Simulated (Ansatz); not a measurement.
A geometry relaxed with PBE0-D4/def2-SVP run with Ansatz (a first-principles code), charge 0, multiplicity 1:

```xyz
23

H      1.7573     1.0016     2.4111
H     -0.8905     2.7776    -1.9361
H     -1.4288     2.3646    -0.2902
C      2.7718    -0.9793    -1.1711
H      1.8058    -2.4595     0.1269
C     -2.9070    -1.0101     0.5509
H      2.5074    -0.2732    -1.9720
H      0.6948     2.0385     1.4218
C      0.6983     1.2408     2.1889
Sn    -0.0442    -0.5472    -0.0598
H      3.2119    -0.3929    -0.3499
H     -2.0242     1.4268    -1.6883
C      1.5663    -1.7867    -0.7104
O     -1.7973    -1.4425    -0.1905
H     -3.4506    -0.1894     0.0438
H      0.2598     1.6636     3.1096
O     -0.0206     1.0916    -1.1811
O     -0.0346     0.1087     1.8148
H      1.1483    -2.4072    -1.5182
C     -1.1341     1.9336    -1.2678
H      3.5610    -1.6453    -1.5555
H     -2.6408    -0.6600     1.5645
H     -3.6099    -1.8541     0.6588
```

### Question
Write the SMILES of this molecule.

### Answer
`C[CH2][Sn]([O]C)([O]C)[O]C`
